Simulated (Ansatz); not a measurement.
Compare A (`C[SiH2][SiH](N)Cl`) with its isomer B (`C[SiH2]N[SiH2]Cl`).

Calculated with Ansatz (gas phase, PBE0-D4/def2-TZVP geometries, no zero-point term in ΔE). CCSD(T)/CBS adds triple-zeta CCSD(T) − MP2 to the extrapolated MP2 energy (def2 sets, frozen cores). Functionals use def2-TZVPP. B3LYP here is the variant with VWN-RPA as its local correlation; programs differ in this. Each species was taken in one conformer, which may not be the lowest.

A:

```xyz
13

C    -2.022   -1.061    0.207
Si   -0.366   -0.501    0.877
Si    0.970    0.412   -0.810
N     2.278    1.263   -0.122
Cl   -0.310    1.589   -1.972
H    -2.533   -0.229   -0.282
H    -1.892   -1.858   -0.529
H    -2.660   -1.438    1.009
H     0.361   -1.631    1.521
H    -0.548    0.561    1.910
H     1.545   -0.562   -1.771
H     2.128    1.887    0.655
H     3.050    1.570   -0.693
```

B:

```xyz
13

C     0.056   -1.578    1.354
Si    0.159    0.265    1.099
N    -0.659    0.803   -0.339
Si    0.033    1.078   -1.874
Cl    0.354   -0.665   -2.943
H     0.594   -1.873    2.259
H     0.493   -2.108    0.504
H    -0.982   -1.904    1.459
H    -0.435    0.962    2.272
H     1.575    0.686    0.933
H    -1.668    0.739   -0.326
H    -0.885    1.897   -2.695
H     1.364    1.698   -1.704
```

**Question.** Which is lower in electronic energy at CCSD(T)/CBS, and by how much? (An estimate is asked.)

**Answer.** Computed: B, by 63.2 kJ/mol.

**Question.** Give E(B) − E(A) in kJ/mol with B2PLYP, PBE0-D4, CCSD(T)/def2-SVP, CCSD/def2-TZVPP, B3LYP, HF/def2-TZVPP, CCSD(T)/def2-TZVPP. (Best estimate.)

**Answer.** Ansatz gave: B2PLYP -64.6, PBE0-D4 -48.3, CCSD(T)/def2-SVP -63.0, CCSD/def2-TZVPP -66.5, B3LYP -59.3, HF/def2-TZVPP -79.0, CCSD(T)/def2-TZVPP -64.4. None reverses the order clearly.

**Question.** Does the order hold for the free energy at 298.15 K (harmonic terms from PBE0-D4)? (Estimate.)

**Answer.** Computed: Yes: G(B) − G(A) = -67.9 kJ/mol, for one conformer each. Modes under 60 cm⁻¹, often nearly free rotors, make the harmonic entropy too high.

Largest T1 diagnostic: 0.011.

Leaving LDA and LC-ωPBE aside and taking each functional with its dispersion term where it has one, the values, not all of them listed here, spread over 26.3 kJ/mol, from BHLYP-D4 to PBE-D4. LDA lies −3.5 kJ/mol from PBE without D4. In def2-TZVPP, CCSD(T) changes the Hartree–Fock value by +14.6 kJ/mol (the triples alone add +2.1 kJ/mol) and MP2 by +8.4 kJ/mol.
